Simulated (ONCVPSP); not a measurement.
# Before and after: ONCV potential for oxygen (O)

- Element: O (Z = 8)
- Generator: ONCVPSP 4.0.1
- Type: optimised norm-conserving Vanderbilt (ONCV)
- Functional: PBE
- Relativity: fully relativistic
- Frozen core: [He]
- Valence charge: 6
- Reference configuration: 2s2 2p4
- Partial waves: 2s: rc 0.80 bohr, ncon 3, nbas 6, qcut 7.7 1/bohr, 3 projectors, debl 2.1 Ha; 2p: rc 1.40 bohr, ncon 5, nbas 8, qcut 11.7 1/bohr, 1 projector
- Local potential: polynomial inside 0.80 bohr (lpopt 5, dvloc0 0 Ha)
- Core correction: none

Open shells are filled in proportion to 2j + 1.

All-electron outer shells of the reference configuration (PBE, scalar-relativistic, ld1.x):

| shell | level (eV) | outermost node (bohr) | outermost maximum (bohr) |
| --- | --- | --- | --- |
| 1s | -514.70 | – | 0.13 |
| 2s | -23.96 | 0.28 | 0.87 |
| 2p | -9.03 | – | 0.82 |

Change: p: rc 1.28.

Cutoffs: the cutoffs (Ha) at which the residual kinetic energy of the hardest occupied pseudo-wave falls to 1 and 0.1 mHa per electron; they do not see the model core or the augmentation charge, which bear on the density cutoff. Errors are all-electron minus pseudo energies relative to the spin-unpolarised reference configuration.

Question: How do hardness, ghosts and transferability respond?

Answer: The potential gets neither clearly harder nor softer (64 Ha and 144 Ha → 64 Ha and 144 Ha); both files keep a bound ghost (s); of the 4 tests that both files solve, the error grows in 0 and shrinks in 3 by more than 15 % and 0.3 meV (median size 42.7 → 33.6 meV). Less of the atom is replaced, so other configurations are described better.

| quantity | base | changed |
| --- | --- | --- |
| cutoff, loose | 64 Ha | 64 Ha |
| cutoff, tight | 144 Ha | 144 Ha |
| loose cutoff by channel | s 64 Ha, p 41 Ha | s 64 Ha, p 45 Ha |
| bound ghosts | s | s |
| GHOST(+) flags under 300 eV | none | none |
| error for 2s2 2p3, meV [ΔE 16.43 eV] | +6.2 | +4.5 |
| error for 2s2 2p2, meV [ΔE 50.02 eV] | +72 | +54 |
| error for 2s2 2p1, meV [ΔE 103.89 eV] | +359 | +280 |
| error for 2s1 2p5, meV [ΔE 14.95 eV] | +13 | +13 |
| s: phases at 0.81 bohr within 0.05 rad from the reference energy up to (Ha; the scan ends near 5) | to the end of the scan | to the end of the scan |

 A true bound ghost makes a file unfit for plane-wave use even where its test errors are small: the radial tests pick states by their node count and pass the ghost by.
